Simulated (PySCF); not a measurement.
Computed IR spectrum (relative IR intensity) of a molecule C2H6FInO. Geometry optimised at PBE-D3(BJ)/def2-SVP. The def2 effective core potentials stand for the cores of In; spin–orbit coupling is left out. The values are those of a single conformer. Level of theory: PBE-D3(BJ)/def2-SVP run with PySCF. Frequencies are harmonic and unscaled.

```
ν (cm⁻¹)  relative intensity
--------  ------------------
17                       4.3
64                       7.7
106                       20
143                       17
225                      6.9
275                       85
452                      4.8
572                       80
578                       82
626                       24
798                      100
938                      8.8
1031                     3.9
1138                      41
1198                     2.6
1347                     6.7
1390                     2.6
1421                     2.2
1425                      12
2960                      38
3002                     5.5
3037                      15
3051                     5.7
3070                      14
3702                      42
```

**Question.** Pick the molecule that these values belong to.
A) C[O][In]([CH3])[F]
B) C[CH2][In]([OH])[F]
C) CC[O][InH][F]

**Answer.** B, C[CH2][In]([OH])[F]
